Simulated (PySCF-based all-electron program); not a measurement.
# Distorting CsHS, singlet

All-electron Kohn–Sham DFT on the free molecule, computed near the basis limit with an in-house program on PySCF integrals; Koelling–Harmon scalar relativity, no spin–orbit coupling, spin-restricted. Forces are good to about 0.006 eV/Å. In part, the step from PBE was taken on X2C orbitals. Atoms are numbered as listed.

Shape A:

```json
{"atom": "Cs", "x (Å)": "0.0000", "y (Å)": "0.0000", "z (Å)": "0.0000"}
{"atom": "S", "x (Å)": "0.0000", "y (Å)": "0.0000", "z (Å)": "3.0810"}
{"atom": "H", "x (Å)": "1.3332", "y (Å)": "0.0000", "z (Å)": "3.3233"}
```

PBE forces:

```json
{"atom": "Cs1", "Fx": "0.015", "Fy": "0.000", "Fz (eV/Å)": "0.117"}
{"atom": "S2", "Fx": "0.018", "Fy": "0.000", "Fz (eV/Å)": "-0.076"}
{"atom": "H3", "Fx": "-0.033", "Fy": "0.000", "Fz (eV/Å)": "-0.041"}
```

Question: What forces does r2SCAN give in shape A?

Answer: The forces move by 0.222 eV/Å (r.m.s. over the atoms) from PBE.

```tsv
atom	Fx	Fy	Fz (eV/Å)
Cs1	0.012	0.000	0.069
S2	0.280	0.000	0.012
H3	-0.292	0.000	-0.081
```

Shape B:

```json
{"atom": "Cs", "x (Å)": "0.0000", "y (Å)": "0.0000", "z (Å)": "0.0000"}
{"atom": "S", "x (Å)": "0.0000", "y (Å)": "0.0000", "z (Å)": "2.7729"}
{"atom": "H", "x (Å)": "1.3332", "y (Å)": "0.0000", "z (Å)": "3.0152"}
```

Against shape A, Cs1–S2 goes from 3.081 to 2.773 Å.

PBE forces:

| atom | Fx | Fy | Fz (eV/Å) |
| --- | --- | --- | --- |
| Cs1 | -0.001 | 0.000 | -1.534 |
| S2 | 0.043 | 0.000 | 1.539 |
| H3 | -0.042 | 0.000 | -0.005 |

Question: What forces does r2SCAN give in shape B?

Answer: The forces move by 0.247 eV/Å (r.m.s. over the atoms) from PBE.

```json
{"atom": "Cs1", "Fx": "-0.002", "Fy": "0.000", "Fz (eV/Å)": "-1.666"}
{"atom": "S2", "Fx": "0.301", "Fy": "0.000", "Fz (eV/Å)": "1.716"}
{"atom": "H3", "Fx": "-0.299", "Fy": "0.000", "Fz (eV/Å)": "-0.050"}
```
